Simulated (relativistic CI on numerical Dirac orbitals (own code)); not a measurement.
**V2+ in a cubic cluster: 2p photoemission with charge transfer**

Computed with a charge-transfer multiplet model of a cubic metal-ligand cluster with up to one ligand hole, Slater and spin-orbit integrals from Dirac-Coulomb-Breit ions, Slater integrals scaled by 0.9. The ground state mixes d3 with configurations of k ligand holes L, whose averages lie at kΔ + k(k − 1)U_dd/2; a core hole lowers each added d electron by U_cd. 300 K, Lorentzian 0.6 eV and Gaussian 0.8 eV FWHM.

Atomic integrals in eV (Slater integrals scaled, ζ unscaled), ground: F2dd 8.026, F4dd 4.988, zeta_d 0.019; with the core hole: F2dd 9.811, F4dd 6.151, zeta_d 0.036, zeta_core 4.610, F2cd 5.486, G1cd 4.039, G3cd 2.292.

Cluster parameters (eV): U_dd = 5.9, U_cd = 6.8, 10Dq = 1.3, 10Dq(ligand) = 0.1, V(eg) = 2.6, V(t2g) = -1.21, final-state hopping factor = 1.

```tsv
Case	n_d	d3	d4L	S
Δ = 5 eV	3.28	0.72	0.28	1.50
Δ = 8 eV	3.20	0.80	0.20	1.50
Δ = 11 eV	3.14	0.86	0.14	1.50
```

Weights, n_d and S are thermal averages at 300 K. Binding energies count from the first peak over 30 % of the highest in each spectrum, which can be another peak from case to case. The parameters are a model scan and need not match a compound or its usual spin state. Peaks in eV (height, largest 100):
- Δ = 5 eV: 0.0 (100), 5.0 (16), 8.5 (44), 11.4 (15)
- Δ = 8 eV: 0.0 (100), 5.1 (14), 8.2 (51), 11.4 (13)
- Δ = 11 eV: 0.0 (100), 5.0 (13), 8.3 (55), 11.0 (11)

For the case Δ = 8 eV, Δ = 8 eV is larger than U_dd = 5.9 eV, the Mott-Hubbard side of the Zaanen-Sawatzky-Allen scheme. With the core hole the configuration with one ligand hole lies at Δ − U_cd = -1.8, 1.2, 4.2 eV from the one without, in the order of the table; where this is negative the screened configuration lies lower, though the effective hopping of about 5.5 eV (from the holes of the mixed ground state) mixes the two strongly wherever it is as large as the gap.

With at most 1 ligand hole the space is cut while the next configuration still counts, so covalency is underestimated, and a final configuration with one more ligand hole, which can lie low, is missing from the spectra.
